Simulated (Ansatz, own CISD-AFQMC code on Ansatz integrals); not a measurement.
C3HN, SMILES `[C-]#[N+]C#C` (charge 0, multiplicity 1).

Cartesian coordinates (Å):
SMILES: [N+](#[C-])C#C
```xyz
5

C      2.4016    -0.2290     0.0258
N      1.2324    -0.0982     0.0132
C     -0.0648     0.0470    -0.0007
C     -1.2568     0.1803    -0.0135
H     -2.3124     0.2984    -0.0248
```
Charge 0, multiplicity 1.

Frozen-core correlation energies in cc-pVDZ at a geometry from B3LYP-D3(BJ)/def2-TZVP, on an HF energy of -168.52664 Ha (<S^2> = 0.00). Wave-function levels are from Ansatz, the walk from an own CISD-AFQMC code on Ansatz integrals (time step 0.005/Ha, trial state from CCSD amplitudes, largest double 0.08).

```csv
level,correlation energy (mHa)
MP2,-508.5
CCSD,-526.8
CCSD(T),-551.6
CCSDT(Q),-554.4
```

Q: What correlation energy does phaseless AFQMC give, and where does it lie among these levels?

A: -553.1 ± 0.4 mHa (one standard error). AFQMC minus each level: MP2 -44.6 mHa, CCSD -26.4 mHa, CCSD(T) -1.5 mHa, CCSDT(Q) +1.3 mHa.
